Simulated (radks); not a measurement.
Values are calculated unless marked as measured or tabulated.
Question: The promethium ion Pm6+ is in [Xe] 4f1. Level of theory: scalar-relativistic Kohn-Sham, PBE, spin-polarised, spherical densities, finite nucleus; Fermi nuclear charge, rms radius of each element as measured or else 0.836 A^(1/3) + 0.57 fm (a radial shooting solver on a logarithmic mesh with Libxc functionals). Open shells are filled with parallel spins first. One electron is removed from 5s, 5p, 4f, 4d in turn, with full relaxation. Which removal costs least, and what does each cost?

Answer: 5p 103.60 eV; 4f 108.40 eV; 5s 127.81 eV; 4d 234.34 eV. The 5p electron leaves first.
